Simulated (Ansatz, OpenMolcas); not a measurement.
# AlNH2ClF (SMILES [NH2][Al]([F])[Cl]): from total energies to a heat of formation

AlNH2ClF has 6 atoms, charge 0, and is taken as a singlet. SMILES: `[NH2][Al]([F])[Cl]`. The coordinates come from a PBE0-D4/def2-TZVP relaxation.

Total energies at SVWN5/aug-cc-pVDZ (OpenMolcas 26.06); the atoms run unrestricted:

| species | state | energy (Eh) |
| --- | --- | --- |
| AlNH2ClF | singlet | -855.011744 |
| N | quartet | -54.120665 |
| Al | doublet | -241.303898 |
| F | doublet | -99.074778 |
| Cl | doublet | -458.641757 |
| H | doublet | -0.478010 |

Harmonic wavenumbers at PBE0-D4/def2-TZVP, in cm⁻¹: 170, 210, 254, 372, 386, 494, 675, 821, 929, 1562, 3621, 3714.

Measured heats of formation of the gaseous atoms at 298.15 K, in kJ/mol: N 472.4, Al 329.7, F 79.4, Cl 121.3, H 218.0. Spin-orbit lowering of the atoms at 298 K (mean of the ground term's levels less their thermal mean, from spectra), in kJ/mol: Al 0.17, F 1.29, Cl 3.44. Take 1 Eh = 2625.50 kJ/mol, 1 cm⁻¹ = 0.0119627 kJ/mol, RT = 2.479 kJ/mol.

Work out the heat of formation of the gas at 298 K.


1. Electronic atomisation energy: (-54.120665) + (-241.303898) + (-99.074778) + (-458.641757) + 2 × (-0.478010) − (-855.011744) = 0.914626 Eh = 2401.4 kJ/mol.
2. Zero-point energy: half the sum of the wavenumbers, 6604 cm⁻¹ = 79.0 kJ/mol.
3. Thermal vibrational enthalpy, Σ hcν̃/(exp(hcν̃/kT) − 1): 7.3 kJ/mol. Translation, rotation and pV of a non-linear molecule: 4 RT = 9.9 kJ/mol.
4. The 6 free atoms carry 5/2 RT each: 37.2 kJ/mol.
5. Spin-orbit coupling lowers the free atoms by 0.17 + 1.29 + 3.44 = 4.9 kJ/mol.
6. Atomisation enthalpy at 298 K: 2401.4 − 4.9 − 79.0 − 7.3 − 9.9 + 37.2 = 2337.5 kJ/mol.
7. Sum of the atoms' heats of formation: 1438.8 kJ/mol. Heat of formation: 1438.8 − 2337.5 = -898.7 kJ/mol.

No measured value is set beside it here. The LDA overbinds, which puts heats of formation too low. Anharmonicity and any spin-orbit splitting of the molecule are left out.
